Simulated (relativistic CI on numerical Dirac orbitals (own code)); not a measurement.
**Mn³⁺: L2,3 absorption edge**

Computed with this model: Dirac-Coulomb-Breit CI, KLI orbitals optimised for each configuration, model QED, multiplet model of core-to-valence dipole absorption, unscaled Slater integrals; configurations [Ar] 3d4 → [He] 2s2 2p5 3s2 3p6 3d5; 300 K; Lorentzian 0.6 eV and Gaussian 0.3 eV FWHM. Energies are those of the free ion, without screening or charge transfer. The branching ratio is the share of the lower-energy edge in the whole absorption, uncertain by about 0.02 where the edges overlap. S is read from ⟨S²⟩ = S(S + 1).

Field parameters in Wybourne normalisation: Td as Oh with Dq negative (B⁴₀ = 21Dq, B⁴₄ = √(5/14) B⁴₀). The field is a parameter set, without covalency.

Computed curve for Td, 10Dq = -13350 cm⁻¹, scaled to 100 at the maximum (points under 2 are left out and the grid is thinned):

Energy (eV), Intensity and a bar:
```
    638.7        2.1 
    639.3        5.2 #
    639.9        4.5 #
    640.5        8.2 ##
    641.1       10.4 ###
    641.7       19.3 #####
    642.3       22.0 ######
    642.9       27.5 ########
    643.5       32.8 #########
    644.1       60.3 ##################
    644.7       99.6 ##############################
    645.3       91.8 ############################
    645.9       98.4 ##############################
    646.5       77.2 #######################
    647.1       66.0 ####################
    647.7       53.6 ################
    648.3       49.9 ###############
    648.9       38.8 ###########
    649.5       26.7 ########
    650.1       22.3 ######
    650.7       26.0 #######
    651.3       32.3 #########
    651.9       30.2 #########
    652.5       29.4 ########
    653.1       25.2 #######
    653.7       24.4 #######
    654.3       19.8 #####
    654.9       19.6 #####
    655.5       26.1 #######
    656.1       34.1 ##########
    656.7       34.5 ##########
    657.3       32.9 #########
    657.9       22.7 ######
    658.5       16.8 #####
    659.1       11.8 ###
    659.7       10.6 ###
    660.3        7.1 ##
    660.9        5.3 #
    661.5        2.8 
    662.1        2.1
```

The ground state has S = 2.00, and the centroid lies at 648.88 eV.
